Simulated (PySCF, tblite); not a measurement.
Species: C₉H₁₀O.
Z-matrix (Å and degrees, GFN2-xTB geometry), rows numbered from 1:
```
O 
C   1  1.4104
C   2  1.5033  1  112.46
C   3  1.5348  2  121.74  1    59.76
C   4  1.5095  3  103.88  2   131.34
C   5  1.3340  4  110.78  3    14.87
C   6  1.4620  5  110.75  4    -5.14
C   3  1.5062  2  124.26  1   -79.39
C   8  1.4620  3  107.51  7  -114.32
C   9  1.3344  8  110.70  3     7.02
H   1  0.9642  2  108.41  3    49.55
H   2  1.0939  1  105.47  3   120.83
H   2  1.1016  1  110.42  3  -122.27
H   4  1.0870  3  116.30  2     1.46
H   5  1.0755  4  122.04  3  -172.35
H   6  1.0757  5  126.46  4   174.56
H   7  1.0803  3  122.29  8  -101.58
H   8  1.0811  3  122.38  7   101.05
H   9  1.0757  8  122.85  3  -173.03
H  10  1.0754  4  122.07  3   172.04
```

Theory: PBE0/pcSseg-1 in PySCF (dipole) on a GFN2-xTB geometry, gas phase.

Masses are those of the commonest isotopes; rigid-rotor values at the optimised geometry. The values belong to one conformer with, in the numbering `[OH:1][CH2:2][C@@:3]12[C@H:4]3[CH:5]=[CH:6][C@@H:7]1[C@@H:8]2[CH:9]=[CH:10]3`, H–O1–C2–C3 50°, O1–C2–C3–C4 60°, C2–C3–C4–C5 131°, C3–C4–C5–C6 15°, C5–C6–C7–C8 56°, C6–C7–C8–C9 0°.

(1) Give the principal moments of inertia and the rotational constants in cm⁻¹.

(2) Classify the top.

(3) Is it planar, by Δ = Ic − Ia − Ib?

(4) List the rotational levels J(Ka,Kc) to J = 3 (MHz).

(5) Which lines would a microwave search look for?

(6) Estimate the classical rotational partition function at 25 K, 50 K and 100 K.

## Answers

(1) Ia = 217.93, Ib = 383.08, Ic = 415.36 u·Å²; 505379 MHz·u·Å²/I gives 2319, 1319 and 1217 MHz, that is A = 0.07735, B = 0.04401, C = 0.04059 cm⁻¹.

(2) An asymmetric top; Ray's κ = -0.814.

(3) Not planar: Δ = Ic − Ia − Ib = -185.64 u·Å². For a rigid frame Δ = −2 Σ m c², so Σ m c² = 92.82 u·Å² lies off the ab plane: 20.50 from hydrogen and 72.32 from heavier atoms. The atom farthest from that plane is 2.26 Å away.

(4) Above 0(0,0):
J = 1: 1(0,1) 2536, 1(1,1) 3536, 1(1,0) 3638
J = 2: 2(0,2) 7600, 2(1,2) 8505, 2(1,1) 8813, 2(2,1) 11812, 2(2,0) 11820
J = 3: 3(0,3) 15179, 3(1,3) 15955, 3(1,2) 16570, 3(2,2) 19420, 3(2,1) 19457, 3(3,1) 24680, 3(3,0) 24680
Those of J = 1 are B + C, A + C and A + B.

(5) The dipole components are |μa| = 1.07 D, |μb| = 0.02 D, |μc| = 1.19 D. Intensities carry the squares of the components, which stand as 0.81 : 0.00 : 1.00 (a : b : c). Some lines, for components of 0.1 D or more:

```
type  branch         J(Ka,Kc)    MHz  lower level (cm⁻¹)
   a       Q  2(1,1) ← 2(1,2)    308               0.284
   c       Q  2(1,2) ← 2(0,2)    905               0.254
   a       R  1(0,1) ← 0(0,0)   2536               0.000
   c       Q  3(2,2) ← 3(1,2)   2850               0.553
   c       R  1(1,0) ← 0(0,0)   3638               0.000
   a       R  2(1,2) ← 1(1,1)   4969               0.118
   a       R  2(1,1) ← 1(1,0)   5175               0.121
   a       R  3(0,3) ← 2(0,2)   7578               0.254
   a       R  3(2,2) ← 2(2,1)   7608               0.394
   c       R  3(2,2) ← 2(1,2)  10915               0.284
```

(6) Point group C1, symmetry number σ = 1; q = (√π/σ)·√((kT/h)³/(ABC)), k/h = 20836.6 MHz/K: 10900 at 25 K, 30900 at 50 K, 87400 at 100 K.

Its GFN2-xTB frequencies are all real (lowest 65 cm⁻¹). Zero-point vibration and centrifugal distortion are left out.

Time: 52 s (grids of density and orbitals included); peak memory 1.1 GiB. Hardware: an Arm Neoverse V2 with one thread, shared host with 32 logical CPUs at a one-minute load of 25. This is the PBE0/pcSseg-1 job that gave the dipole, with the shieldings it also computed.
